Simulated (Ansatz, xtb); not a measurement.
Relaxing a trial structure of AlO2P

The starting geometry of this gas-phase singlet was built from a drawn formula by distance geometry and a force field; its bonds are those of `O=[P](=O)[Al]`.

```xyz
4

Al    1.4268    2.6620    1.1085
O    -1.1842    1.8763    2.6613
O    -0.6496    0.3104    0.7008
P    -0.6577    1.7394    1.2336
```

Problem. Where would you expect an optimisation with r2SCAN-D4/def2-SVP to take it?

Solution. It rearranges to `O=P[O][Al]`. Contacts that open: Al1–P4 (2.28 → 3.37 Å). Contacts that close: Al1–O2 (3.14 → 1.75 Å).

The energy falls by 2.48 eV over 24 steps:

```tsv
step	E − E(last) (eV)
1	2.478
4	1.989
6	1.986
9	1.923
11	1.769
14	0.835
16	0.369
19	0.030
21	0.008
24	0.000
```

Final geometry (Å):

```json
{"atom": "Al", "x (Å)": "0.6986", "y (Å)": "3.4113", "z (Å)": "2.4223"}
{"atom": "O", "x (Å)": "0.2367", "y (Å)": "2.0752", "z (Å)": "1.3884"}
{"atom": "O", "x (Å)": "-1.6092", "y (Å)": "0.3015", "z (Å)": "1.2970"}
{"atom": "P", "x (Å)": "-0.3909", "y (Å)": "0.8000", "z (Å)": "0.5965"}
```

From the same start GFN2-xTB reaches the same bonding as this run.

No frequencies were run, so the end isn't proven a minimum. Run with Ansatz 0.2.0, 14 s on 2 threads of Intel(R) Xeon(R) 6975P-C (Granite Rapids), with other jobs on the host.
